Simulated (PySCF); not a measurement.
TlCl, SMILES [Cl][Tl]. Geometry optimised at B3LYP-D3(BJ)/def2-TZVP. The def2 effective core potentials stand for the cores of Tl; spin–orbit coupling is left out.

Task: Give the equilibrium geometry at B3LYP-D3(BJ)/def2-TZVP (PySCF confirms it by a frequency run) as Cartesian coordinates in Å, and its point group. (An estimate is asked for; the answer gives what the named calculation found.)

Result: point group C∞v.
```xyz
2

Tl     0.0000     0.0000    -0.4393
Cl     0.0000     0.0000     2.0929
```
Charge 0, spin multiplicity 1.
